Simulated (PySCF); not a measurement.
H5O6Si2 (SMILES O[Si](O)O[Si](O)(O)O), doublet, at a GFN2-xTB geometry. Base run: PySCF with DF-M062X/STO-3G.

PySCF was given this input:
```python
from pyscf import gto, scf, dft

mol = gto.Mole()
mol.atom = '''
    O     2.617289   -0.438646   -0.753387
    Si    1.540754    0.749311   -0.422225
    O     1.643990    0.999677    1.194188
    O     0.030586    0.320084   -0.813107
    Si   -1.216700   -0.295779    0.051832
    O    -1.244218    0.400355    1.510291
    O    -1.040620   -1.900977    0.180832
    O    -2.588062   -0.020955   -0.761405
    H     2.472075   -1.005482   -1.506383
    H     2.442675    0.715982    1.636217
    H    -0.395002    0.640269    1.881642
    H    -1.528347   -2.455961   -0.420283
    H    -2.879890    0.879442   -0.864992
'''
mol.basis = 'sto-3g'
mol.charge = 0
mol.spin = 1
mol.verbose = 4
mol.build()

mf = dft.UKS(mol)
mf.xc = 'm062x'
mf = mf.density_fit(auxbasis='def2-universal-jkfit')
mf.kernel()
```

Variants of this job, named by their change:

| change | basis functions | E (Eh) | HOMO (eV) | dipole (D) | core-seconds (rough) |
|---|---|---|---|---|---|
| base | 53 | -1020.38167 | -2.83 | 1.94 | 10 |
| basis = 6-31G | 90 | -1033.06339 | -7.37 | 2.89 | 20 |
| basis = 6-31G* | 130 | -1033.35284 | -6.86 | 2.04 | 30 |
| basis = def2-SV(P) | 130 | -1032.85002 | -6.86 | 2.04 | 30 |
| basis = cc-pVDZ | 145 | -1033.42721 | -6.80 | 1.80 | 40 |
| basis = def2-SVP | 145 | -1032.89790 | -6.84 | 1.91 | 40 |
| basis = pcseg-1 | 145 | -1033.32795 | -7.11 | 2.03 | 50 |
| basis = pc-1 | 145 | -1033.36232 | -7.05 | 2.04 | 50 |
| basis = 6-31G** | 145 | -1033.38420 | -6.86 | 2.00 | 40 |
| basis = cc-pV(D+d)Z | 155 | -1033.47149 | -6.81 | 1.80 | 40 |
| basis = 6-31+G* | 162 | -1033.38576 | -7.16 | 1.99 | 40 |
| basis = 6-311G** | 190 | -1033.59421 | -7.06 | 2.08 | 50 |
| basis = 6-311++G** | 227 | -1033.61375 | -7.26 | 1.98 | 70 |

Totals compare only among sets that treat the same electrons; sets with core potentials leave the core out.

Open shells are given as the SCF converged; they aren't shown to be the lowest states, and a large step between rows can be another state.
